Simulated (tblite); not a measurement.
Compound: C6H16OSi2.
Geometry (GFN2-xTB, Å), atoms numbered from 1 in this order:
```xyz
25
C6H16OSi2 angstrom
C     -1.538    1.597    0.366
C     -1.060    0.151    0.199
C     -2.051   -0.585   -0.712
C     -1.057   -0.523    1.572
C      0.341    0.177   -0.444
C      0.962   -1.208   -0.712
Si     2.833   -0.957   -0.979
O      3.014    0.443   -0.150
Si     1.694    1.228    0.420
H     -2.556    1.620    0.751
H     -0.895    2.136    1.057
H     -1.524    2.118   -0.589
H     -3.054   -0.539   -0.292
H     -2.075   -0.130   -1.700
H     -1.778   -1.631   -0.821
H     -0.338   -0.049    2.234
H     -2.044   -0.445    2.024
H     -0.813   -1.579    1.494
H      0.209    0.647   -1.429
H      0.465   -1.703   -1.546
H      0.820   -1.849    0.160
H      3.671   -1.948   -0.316
H      3.205   -0.690   -2.366
H      1.771    1.152    1.876
H      1.786    2.593   -0.087
```

All values are computed: GFN2-xTB (tblite) harmonic vibrations without scaling, gas phase. This tight-binding method is rough: wavenumbers can miss measured ones by several per cent, in bad cases by 10 to 20. Modes of hydrogen on silicon can be 10 to 20 % off. One conformer, not necessarily the lowest.

Harmonic wavenumbers (cm⁻¹): 48.4, 72.4, 117.9, 175.6, 189.3, 230.7, 238.4, 265.3, 288.6, 320.2, 351.3, 359.1, 416.2, 446.3, 461.7, 490.8, 536.8, 576.6, 598.9, 642.0, 662.5, 668.9, 752.2, 776.3, 788.6, 805.0, 820.5, 838.1, 939.6, 957.7, 962.2, 963.3, 978.2, 1029.7, 1035.3, 1062.4, 1092.8, 1171.8, 1222.1, 1241.3, 1266.9, 1279.9, 1327.2, 1406.4, 1409.0, 1430.7, 1482.9, 1492.9, 1498.0, 1498.8, 1511.8, 1512.7, 1517.4, 2269.6, 2279.0, 2299.1, 2302.1, 2873.9, 2970.7, 2988.8, 3017.4, 3018.9, 3022.7, 3026.2, 3029.9, 3034.4, 3037.6, 3044.2, 3048.3.

A = 2019, B = 804.3, C = 674.0 MHz; mass 160.074 u (most abundant isotopes); point group C1, symmetry number 1.

**Question.** Zero-point energy?

**Answer.** ½Σν̃ = 44746 cm⁻¹ = 535.28 kJ/mol.

**Question.** Give the ideal-gas entropy at 400 K and 1 bar in the rigid-rotor, harmonic-oscillator model (classical rotation).

**Answer.** Translation 178.27, rotation 129.45, vibration 207.58: S = 515.3 J/(mol K).

**Question.** And Cp and H(400 K) − H(0)?

**Answer.** Cp = 265.85 J/(mol K), of which vibrations give 232.59 (their classical limit is 69 R = 573.7); H(400 K) − H(0) = 59.00 kJ/mol without the zero-point energy, 45.69 from vibrations.

**Question.** Which modes carry the vibrational entropy at 400 K?

**Answer.** 48.4 cm⁻¹: 22.86; 72.4 cm⁻¹: 19.52; 117.9 cm⁻¹: 15.51; 175.6 cm⁻¹: 12.27; 189.3 cm⁻¹: 11.67; 230.7 cm⁻¹: 10.10 J/(mol K); the other 63 give 115.64 together.

**Question.** Blend soft modes into free rotors: weight 1/[1 + (100 cm⁻¹/ν̃)⁴] for the oscillator and the rest for a rotor with moment μB/(μ + B), μ = h/(8π²ν), B = 10⁻⁴⁴ kg m². What vibrational entropy results?

**Answer.** 196.10 J/(mol K) in place of 207.58, which changes −T·S at 400 K by +4.59 kJ/mol.

**Question.** What must be added to the electronic energy to get the Gibbs energy at 400 K and 1 bar?

**Answer.** ZPE + [H(400 K) − H(0)] − T·S = 535.28 + 59.00 − 206.12 = 388.16 kJ/mol.

**Question.** How do the functions run with temperature in this model?

**Answer.** 
| T (K) | S (J/(mol K)) | Cp (J/(mol K)) | H − H(0) (kJ/mol) | G − H(0) (kJ/mol) | ln q(vib) |
| --- | --- | --- | --- | --- | --- |
| 150 | 337.0 | 116.7 | 10.52 | -40.04 | 3.02 |
| 250 | 411.5 | 179.8 | 25.36 | -77.51 | 6.16 |
| 298.15 | 445.7 | 209.2 | 34.73 | -98.15 | 7.76 |
| 600 | 640.3 | 351.4 | 121.26 | -262.95 | 18.08 |
| 900 | 799.9 | 434.6 | 240.18 | -479.76 | 27.86 |

q(vib) and H(0) count from the zero-point level.

Hindered rotation and anharmonicity are outside this model. Other conformers, if any are populated, would add a mixing term that is left out. The structure is chiral; the term R ln 2 for an equal mix with its mirror image is left out.
